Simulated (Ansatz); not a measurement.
Isolated molecules relaxed with PBE0-D4/def2-TZVP in Ansatz; ΔE leaves out vibrations. CBS: MP2 limit from def2 TZ/QZ plus the TZ coupled-cluster correction, frozen cores. Functionals use def2-TZVPP. B3LYP here is the variant with VWN-RPA as its local correlation; programs differ in this. HSE06 is defined as in plane-wave codes. def2 core potentials past Kr. For In outer-core shells are correlated without core-valence functions, which leaves a few kJ/mol of doubt a bond. Each species was taken in one conformer, which may not be the lowest.

Consider the ligand exchange at the Si–C bond: `[SiH3]C1=C[SiH2]1` + `[NH2][In]([OH])[SH]` → `[NH2][In]([SH])[O][SiH3]` + `C1=C[SiH2]1`.

```
             level  ΔE (kJ/mol)  difference from CCSD(T)/CBS
       LDA (SPW92)        -72.5                         14.9
            PBE-D4        -69.0                         18.4
         revPBE-D4        -66.3                         21.1
           BLYP-D4        -76.8                         10.6
         r2SCAN-D4        -83.2                          4.2
           PBE0-D4        -77.2                         10.2
          B3LYP-D4        -84.0                          3.4
        r2SCAN0-D4        -87.3                          0.1
          HSE06-D4        -76.9                         10.5
          BHLYP-D4        -95.0                         -7.6
      CAM-B3LYP-D4        -90.4                         -3.0
           ωB97X-V        -87.5                         -0.1
           ωB97M-V        -86.8                          0.6
          PBE-QIDH        -85.5                          1.9
               PBE        -69.4                         18.0
            revPBE        -67.5                         19.9
              BLYP        -78.1                          9.3
            r2SCAN        -83.1                          4.3
              PBE0        -77.6                          9.8
             B3LYP        -84.9                          2.5
           r2SCANh        -84.9                          2.5
           r2SCAN0        -87.3                          0.1
             HSE06        -77.2                         10.2
             BHLYP        -95.2                         -7.8
         CAM-B3LYP        -90.7                         -3.3
           LC-ωPBE        -84.3                          3.1
       HF/def2-SVP       -102.0                        -14.6
      MP2/def2-SVP        -88.0                         -0.6
     CCSD/def2-SVP        -90.4                         -3.0
  CCSD(T)/def2-SVP        -88.1                         -0.7
     HF/def2-TZVPP       -106.8                        -19.4
    MP2/def2-TZVPP        -87.4                          0.0
SCS-MP2/def2-TZVPP        -91.4                         -4.0
   CCSD/def2-TZVPP        -91.4                         -4.0
CCSD(T)/def2-TZVPP        -88.1                         -0.7
     HF/def2-QZVPP       -108.3                        -20.9
    MP2/def2-QZVPP        -87.5                         -0.1
SCS-MP2/def2-QZVPP        -91.4                         -4.0
      HF/CBS(def2)       -108.5                        -21.1
     MP2/CBS(def2)        -86.7                          0.7
       CCSD(T)/CBS        -87.4                            0
```

Largest T1 diagnostic among the species: 0.015.

From r2SCAN to r2SCAN0 (25 % exact exchange), in def2-TZVPP and without D4, ΔE moves by −4.2 kJ/mol. Leaving LDA and LC-ωPBE aside and taking each functional with its dispersion term where it has one, the values spread over 28.7 kJ/mol, from BHLYP-D4 to revPBE-D4. LDA lies −3.1 kJ/mol from PBE without D4.
